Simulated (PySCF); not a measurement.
C₄H₁₀O₂, SMILES COCC(C)O.

Geometry: PBE0-D3(BJ)/def2-SVP. The values are those of a single conformer.

Level of theory: SMD-M06-2X/6-31G* in PySCF.

Solvation free energies are E(SMD) − E(gas) at the gas-phase geometry, for 1 M in both phases. In vacuum the dipole moment is 2.38 D.

| solvent | ΔG(solv) (kcal/mol) | its non-electrostatic (CDS) part | dipole (D) |
|---|---|---|---|
| water | -4.3 | 3.8 | 3.17 |
| chlorobenzene | -4.3 | -1.6 | 2.76 |
| ethylethanoate | -4.4 | -1.6 | 2.77 |
